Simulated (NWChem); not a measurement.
Species: C₂H₆OSi; SMILES C1C[SiH2]O1

```xyz
10

C      0.2162    -1.2771     0.0000
C     -1.1464    -0.5414     0.0000
Si    -0.0543     0.9949     0.0000
O      1.1555    -0.1880     0.0000
H      0.3677    -1.9090     0.8922
H      0.3677    -1.9090    -0.8922
H     -1.7600    -0.7173     0.8946
H     -1.7600    -0.7173    -0.8946
H     -0.0591     1.8695    -1.2110
H     -0.0591     1.8695     1.2110
```
Atoms are numbered in this order, from 1.

Computed with NWChem. Medium grid unless said otherwise, to which SCAN and Minnesota functionals are sensitive. The geometry was optimised at PBE0/def2-SVP. Hybrids' shares of exact exchange are those that their runs print; pure functionals count as 0. The functionals differ in more than this share.

```csv
row,share of exact exchange,orbital gap (eV)
PBE/def2-SVP,0.00,5.46
BLYP/def2-SVP,0.00,5.50
B3LYP/def2-SVP,0.20,7.48
PBE0/def2-SVP,0.25,7.94
M06-2X/def2-SVP,0.54,withheld
```

Question: Fit a straight line of the last column on the one before it, predict the withheld value, and compare with the run.

Answer: 
1. Means of the 4 shown rows: x = 0.113, y = 6.595. Slope Σ(x − x̄)(y − ȳ)/Σ(x − x̄)² = 0.5133/0.05188 = 9.894; intercept 5.482.
2. The shown rows scatter about the line by 0.019 (root mean square); the largest residual is -0.02, at PBE/def2-SVP.
3. At x = 0.54 (M06-2X/def2-SVP; beyond the shown range) the line gives 10.82.
4. The run gives 10.29, -0.53 from the line.
